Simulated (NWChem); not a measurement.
System meant: CH4AlFSe; SMILES [CH3][Al]([F])[SeH]

The following NWChem deck was run.

```
start job
memory heap 200 mb stack 900 mb global 1100 mb
geometry units angstroms noautoz
  Al     0.016244    -0.951892    -0.104197
  F      1.509535    -1.639860    -0.389595
  C     -1.557990    -2.079678    -0.024783
  H     -1.681222    -2.627132    -0.973907
  H     -2.484650    -1.518717     0.168728
  H     -1.443640    -2.836043     0.769296
  Se     0.076994     1.341747     0.161616
  H     -1.380216     1.391817     0.365879
end
basis spherical
  Al library def2-svp
  F library def2-svp
  C library def2-svp
  H library def2-svp
  Se library def2-svp
end
dft
  odft
  mult 2
  xc b3lyp
  iterations 150
  mulliken
end
task dft energy
```

End of the output:

```
 Summary of "ao basis" -> "" (spherical)
 ------------------------------------------------------------------------------
       Tag                 Description            Shells   Functions and Types
 ---------------- ------------------------------  ------  ---------------------
 Al                         def2-svp                 8       18   4s3p1d
 F                          def2-svp                 6       14   3s2p1d
 C                          def2-svp                 6       14   3s2p1d
 H                          def2-svp                 3        5   2s1p
 Se                         def2-svp                12       32   5s4p3d

                                 NWChem DFT Module
                                 -----------------

 Summary of "ao basis" -> "ao basis" (spherical)
 ------------------------------------------------------------------------------
       Tag                 Description            Shells   Functions and Types
 ---------------- ------------------------------  ------  ---------------------
 Al                         def2-svp                 8       18   4s3p1d
 F                          def2-svp                 6       14   3s2p1d
 C                          def2-svp                 6       14   3s2p1d
 H                          def2-svp                 3        5   2s1p
 Se                         def2-svp                12       32   5s4p3d

      Symmetry analysis of basis
      --------------------------

        a'         68
        a"         30

  number of electrons :                   66
  multiplicity        :                    2
 ------------------------------------------------------------------------
  no. of electrons and multiplicity not compatible                  66
 ------------------------------------------------------------------------
 ------------------------------------------------------------------------
  current input line :
    27: task dft energy
 ------------------------------------------------------------------------
 ------------------------------------------------------------------------
 There is an error in the input file
 ------------------------------------------------------------------------
 For more information see the NWChem manual at https://nwchemgit.github.io

0: no. of electrons and multiplicity not compatible:Received an Error in Communication
```

**Question.** Find the fault in this run and fix the input.

**Answer.** The input was rejected before any calculation. Cause: the multiplicity doesn't fit the number of electrons (an even count wants an odd multiplicity, and the reverse). This input runs:
```
start job
memory heap 200 mb stack 900 mb global 1100 mb
geometry units angstroms noautoz
  Al     0.016244    -0.951892    -0.104197
  F      1.509535    -1.639860    -0.389595
  C     -1.557990    -2.079678    -0.024783
  H     -1.681222    -2.627132    -0.973907
  H     -2.484650    -1.518717     0.168728
  H     -1.443640    -2.836043     0.769296
  Se     0.076994     1.341747     0.161616
  H     -1.380216     1.391817     0.365879
end
basis spherical
  * library def2-svp
end
dft
  xc b3lyp
  iterations 150
  mulliken
end
task dft energy
```
It converges to -2784.04700 Ha (B3LYP/def2-SVP).
